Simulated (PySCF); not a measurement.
PySCF input for CBr₃, SMILES Br[C](Br)Br, multiplicity 2, PBE-D3(BJ)/def2-SVP. Geometry: PBE-D3(BJ)/def2-SVP. The isomer is the one that the SMILES or the coordinates give; other isomers of the formula were not compared.

```python
import numpy as np
from pyscf import gto, scf, dft, df
from pyscf.hessian import thermo

mol = gto.M(
    atom='''
    Br   -1.60986619   -0.92945668   -0.01648570
    C     0.00000001   -0.00000000    0.28849971
    Br    1.60986619   -0.92945668   -0.01648570
    Br    0.00000000    1.85891336   -0.01648570
    ''',
    basis='def2-SVP',
    charge=0,
    spin=1,
    max_memory=1600,
    verbose=3,
)
mf = dft.UKS(mol, xc='pbe').density_fit(auxbasis='def2-universal-jkfit')
mf.disp = 'd3bj'
mf.grids.level = 3
mf.conv_tol = 1e-11
mf.max_cycle = 100
mf.kernel()
fine, coarse = mf.grids, dft.Grids(mol).set(level=1).build(with_non0tab=True)
for _ in range(3):  # follow internal instabilities
    mf.grids = coarse
    mo, _, stable, _ = mf.stability(return_status=True, nroots=4)
    mf.grids = fine
    if stable:
        break
    mf.kernel(mf.make_rdm1(mo, mf.mo_occ))

# [left out here: the lines that compute and print the analytic Hessian (its translational invariance restored by hand, since the grid's response is missing), thermochemistry and intensities]
```

Program output:

```

WARN: HOMO -0.169468237798522 >= LUMO -0.169468237798528

converged SCF energy = -7758.34666909884  <S^2> = 0.75267231  2S+1 = 2.0026705
<class 'pyscf.df.df_jk.DFUKS'> wavefunction is stable in the internal stability analysis

WARN: DFTD3 does not support analytical Hessian, using finite difference


WARN: Mole.unit (angstrom) is changed to Bohr

Mode                                 0                   1                   2
Irrep
Freq [cm^-1]                      156.0418            156.0554            230.2947
Reduced mass [au]                  69.5500             69.5514             20.7300
Force const [Dyne/A]                0.9978              0.9980              0.6478
Char temp [K]                     224.5094            224.5290            331.3428
Normal mode                   x     y     z       x     y     z       x     y     z
       0  Br                -0.06  0.03  0.00   -0.03 -0.06  0.00    0.04  0.02 -0.01
       1   C                -0.00 -0.05  0.00   -0.05  0.00 -0.00   -0.00 -0.00  0.21
       2  Br                 0.05  0.04  0.00   -0.03  0.05 -0.00   -0.04  0.02 -0.01
       3  Br                 0.00 -0.06 -0.00    0.07  0.00  0.00    0.00 -0.04 -0.01
Mode                                 3                   4                   5
Irrep
Freq [cm^-1]                      303.1354            748.7786            748.7975
Reduced mass [au]                  22.6463             12.8459             12.8459
Force const [Dyne/A]                1.2261              4.2435              4.2437
Char temp [K]                     436.1443           1077.3257           1077.3528
Normal mode                   x     y     z       x     y     z       x     y     z
       0  Br                 0.04  0.02  0.01    0.01  0.01  0.00   -0.02 -0.01 -0.00
       1   C                 0.00  0.00 -0.19    0.02 -0.28 -0.00    0.28  0.02  0.00
       2  Br                -0.04  0.02  0.01   -0.01  0.01  0.00   -0.02  0.01  0.00
       3  Br                -0.00 -0.05  0.01   -0.00  0.02 -0.00   -0.00 -0.00  0.00
temperature 298.1500 [K]
pressure 101325.00 [Pa]
Rotational constants [GHz] 1.21710 1.21710 0.61011
Symmetry number 3
Zero-point energy (ZPE) 0.00534 [Eh]   14014.870 [J/mol]
                           tot       elec      trans        rot        vib
Entropy [J/mol/K]       338.465      5.763    177.693    117.448     37.560
Cv [J/mol/K]             61.478      0.000     12.472     12.472     36.534
Cp [J/mol/K]             69.792      0.000     20.786     12.472     36.534
Internal energy [J/mol]                      3718.434   3718.434  20278.877
Internal energy [Eh]   -7758.33611  -7758.34667
Enthalpy [J/mol]                             6197.391   3718.434  20278.877
Enthalpy [Eh]          -7758.33517
Gibbs free energy [J/mol]                  -46781.906 -31298.815   9080.456
Gibbs free energy [Eh] -7758.37360
mode   freq/cm-1   IR/(km/mol)
   1      156.04         0.005
   2      156.06         0.005
   3      230.29         2.025
   4      303.14         1.605
   5      748.78       146.607
   6      748.80       146.611
max |gradient| / (hartree/bohr): 5.796286042228325e-05
APT charges: [-0.2637  0.791  -0.2637 -0.2637]
```

Self-consistency was reached.

Cost: roughly 3 core-minutes.
